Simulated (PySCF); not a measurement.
B(Br)(OH)2 (BBrH2O2), SMILES BrB(O)O.

Coordinates come from a PBE0-D3(BJ)/def2-SVP optimisation. One conformer was computed; it need not be the lowest.

Level of theory: B3LYP/def2-TZVPD in PySCF.

Symmetry labels are those of the subgroup Cs that the program uses (full group Cs).

Computed valence orbital energies around the gap with their symmetry:
| orbital | symmetry | energy (eV) |
|---|---|---|
| HOMO−7 | A' | -15.65 |
| HOMO−6 | A' | -12.58 |
| HOMO−5 | A" | -11.70 |
| HOMO−4 | A' | -11.09 |
| HOMO−3 | A' | -10.10 |
| HOMO−2 | A" | -9.74 |
| HOMO−1 | A" | -8.34 |
| HOMO | A' | -8.20 |
| LUMO | A' | -0.67 |
| LUMO+1 | A' | 0.13 |
| LUMO+2 | A' | 0.47 |
| LUMO+3 | A" | 0.48 |
